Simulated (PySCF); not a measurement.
C₄H₃Cl₂F, SMILES FC(/C=C\Cl)=C/Cl. Geometry: PBE0-D3(BJ)/def2-SVP. The structure was generated by enumeration; whether it is a known compound was not checked. The values are those of a single conformer.

Computed equilibrium geometry at PBE0-D3(BJ)/def2-SVP (PySCF confirms it by a frequency run) as bond lengths and angles, and its point group (one conformer of several):
point group Cs.
Atoms: F1 C2 C3 C4 Cl5 C6 Cl7 H8 H9 H10. Bond lengths (Å): F1–C2 1.331, C2–C3 1.445, C2–C6 1.346, C3–C4 1.342, C3–H8 1.092, C4–Cl5 1.714, C4–H9 1.092, C6–Cl7 1.714, C6–H10 1.091. Bond angles (°): F1–C2–C3 117.4, F1–C2–C6 116.7, C3–C2–C6 125.9, C2–C3–C4 129.4, C2–C3–H8 114.4, C4–C3–H8 116.1, C3–C4–Cl5 127.1, C3–C4–H9 120.1, Cl5–C4–H9 112.8, C2–C6–Cl7 123.8, C2–C6–H10 120.3, Cl7–C6–H10 115.8.
